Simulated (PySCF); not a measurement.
The numbers are results of PySCF with PBE-D3(BJ)/def2-TZVP // r2SCAN-D4/def2-TZVP, not measurements. Isolated molecules, 0 K electronic values unless said otherwise. One relaxed conformer stands for a flexible species; it need not be the lowest. Excitations are Tamm–Dancoff values on a coarser integration grid. The basis has no diffuse functions, so Rydberg states are missing or too high.

Reference species (SMILES): `CO[SiH3]` (neutral, multiplicity 1).

```yaml
S1 oscillator strength: 0.000
LUMO: -0.58 eV
T1 excitation (TDA): 5.91 eV
```

Changed species: `OC[SiH3]` (H–O–C–Si torsion 60°).

Question: What does the change do to the S1 oscillator strength, LUMO and T1 excitation (TDA)?

Answer: the S1 oscillator strength goes up by 0.012, to 0.012; the LUMO goes up by 0.16 eV, to -0.42 eV; the T1 excitation (TDA) decreases by 0.44 eV, to 5.47 eV.
